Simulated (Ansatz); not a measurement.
## Ligand exchange: HBr + NaOH → H2O + NaBr

Species: HBr (hydrogen bromide), singlet; NaOH `[OH][Na]`, singlet; H2O (water) `O`, singlet; NaBr, singlet. The partners trade Br for OH: H–Br and Na–OH bonds give way to H–OH and Na–Br.

Shapes, held fixed at every level: PBE0-D4/def2-TZVP. Programs: Ansatz 0.2.0. The zero-point and thermal change to 298 K, harmonic and unscaled (PBE0-D4/def2-TZVP), is +11.5 kJ/mol.

| level | kind | ΔH(298 K) (kJ/mol) | less CCSD(T)/def2-TZVPP |
| --- | --- | --- | --- |
| HF/def2-SVP | Hartree–Fock | -196.8 | -34.0 |
| HF/def2-TZVPP | Hartree–Fock | -196.5 | -33.7 |
| r2SCAN-D4/def2-TZVPP | meta-GGA | -164.7 | -1.9 |
| wB97X-V/def2-TZVPP | range-separated hybrid | -165.0 | -2.2 |
| B2PLYP/def2-TZVPP | double hybrid | -161.4 | +1.4 |
| CCSD/def2-SVP | coupled cluster or CI | -167.4 | -4.6 |
| CCSD/def2-TZVPP | coupled cluster or CI | -165.6 | -2.8 |
| CCSD(T)/def2-TZVPP | coupled cluster or CI | -162.8 | 0.0 |

The highest level, CCSD(T)/def2-TZVPP, gives ΔH(298 K) = -162.8 kJ/mol; the levels span -196.8 to -161.4. The column of differences is taken from that level and isn't an error. No measured value is set beside it here. Relativity is left out for Br unless named. Correlated rows may include outer-core shells of Br, Na, which these sets cover unevenly.
